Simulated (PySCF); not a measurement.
CH₈GeOSi, SMILES C[SiH2][O][GeH3].

Geometry: TPSSh-D3(BJ)/def2-SVP. This is a generated structure with no PubChem entry under its InChIKey; it may be hypothetical. The values are those of a single conformer.

These are r2SCAN/def2-TZVP (PySCF) values and carry that method's errors.

Symmetry labels are those of the subgroup Cs that the program uses (full group Cs).

Computed valence orbital energies around the gap with their symmetry:
```tsv
orbital	symmetry	energy (eV)
HOMO−7	A"	-10.38
HOMO−6	A'	-9.80
HOMO−5	A'	-9.61
HOMO−4	A"	-9.57
HOMO−3	A"	-8.42
HOMO−2	A'	-8.34
HOMO−1	A'	-7.38
HOMO	A"	-7.15
LUMO	A'	-0.51
LUMO+1	A'	0.50
LUMO+2	A'	0.85
LUMO+3	A'	1.35
```
